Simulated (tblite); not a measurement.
Compound: C6H8NOP.
Structure used (GFN2-xTB), in Å, numbered top down from 1:
```xyz
17
C6H8NOP angstrom
C     -2.550   -1.007    0.121
C     -1.516    0.093    0.053
O     -1.836    1.269    0.033
C     -0.139   -0.368    0.014
P      0.356   -2.043    0.040
C      2.015   -1.513   -0.036
C      2.109   -0.146   -0.076
N      0.928    0.490   -0.048
C      0.811    1.924   -0.080
H     -2.461   -1.656   -0.747
H     -3.542   -0.564    0.145
H     -2.396   -1.608    1.014
H      2.866   -2.170   -0.051
H      3.020    0.426   -0.125
H      0.226    2.237   -0.946
H      0.295    2.282    0.811
H      1.806    2.365   -0.130
```

Computed with GFN2-xTB (tblite): harmonic, unscaled wavenumbers at the GFN2-xTB geometry, gas phase. Against measured fundamentals such values can be off by several per cent, at times by over 20. One conformer, not necessarily the lowest.

Harmonic wavenumbers (cm⁻¹): 47.1, 84.9, 123.9, 149.8, 200.2, 216.4, 328.6, 386.9, 411.2, 435.7, 519.1, 551.6, 597.3, 662.9, 715.3, 766.9, 814.8, 874.5, 955.8, 986.9, 1009.5, 1061.9, 1097.4, 1102.4, 1109.4, 1226.3, 1273.3, 1365.0, 1367.0, 1407.0, 1413.6, 1441.6, 1445.4, 1456.7, 1469.2, 1488.8, 1689.7, 2998.2, 3019.1, 3025.9, 3026.3, 3031.2, 3053.4, 3108.3, 3133.3.

A = 2054, B = 1455, C = 860.9 MHz; mass 141.034 u (most abundant isotopes); point group Cs, symmetry number 1.

**Question.** What is the zero-point energy?

**Answer.** ½Σν̃ = 28325 cm⁻¹ = 80.98 kcal/mol.

**Question.** What is S at 298.15 K and 1 bar for an ideal gas of classical rigid rotors and harmonic oscillators?

**Answer.** Translation 40.77, rotation 29.21, vibration 26.20: S = 96.2 cal/(mol K).

**Question.** And Cp and H(298.15 K) − H(0)?

**Answer.** Cp = 35.88 cal/(mol K), of which vibrations give 27.93 (their classical limit is 45 R = 89.4); H(298.15 K) − H(0) = 6.54 kcal/mol without the zero-point energy, 4.17 from vibrations.

**Question.** Blend soft modes into free rotors: weight 1/[1 + (100 cm⁻¹/ν̃)⁴] for the oscillator and the rest for a rotor with moment μB/(μ + B), μ = h/(8π²ν), B = 10⁻⁴⁴ kg m². What vibrational entropy results?

**Answer.** 24.29 cal/(mol K) in place of 26.20, which changes −T·S at 298.15 K by +0.57 kcal/mol.

**Question.** How do the functions run with temperature in this model?

**Answer.** 
| T (K) | S (cal/(mol K)) | Cp (cal/(mol K)) | H − H(0) (kcal/mol) | G − H(0) (kcal/mol) | ln q(vib) |
| --- | --- | --- | --- | --- | --- |
| 50 | 58.4 | 12.5 | 0.49 | -2.44 | 0.44 |
| 100 | 68.8 | 17.6 | 1.25 | -5.63 | 1.49 |
| 373.15 | 105.0 | 42.6 | 9.49 | -29.68 | 7.91 |
| 500 | 118.9 | 52.5 | 15.54 | -43.89 | 10.89 |
| 750 | 142.9 | 66.0 | 30.49 | -76.70 | 16.56 |
| 1000 | 163.2 | 74.7 | 48.16 | -115.04 | 21.83 |

q(vib) and H(0) count from the zero-point level.

**Question.** What must be added to the electronic energy to get the Gibbs energy at 298.15 K and 1 bar?

**Answer.** ZPE + [H(298.15 K) − H(0)] − T·S = 80.98 + 6.54 − 28.68 = 58.84 kcal/mol.

Hindered rotation and anharmonicity are outside this model. Other conformers, if any are populated, would add a mixing term that is left out.
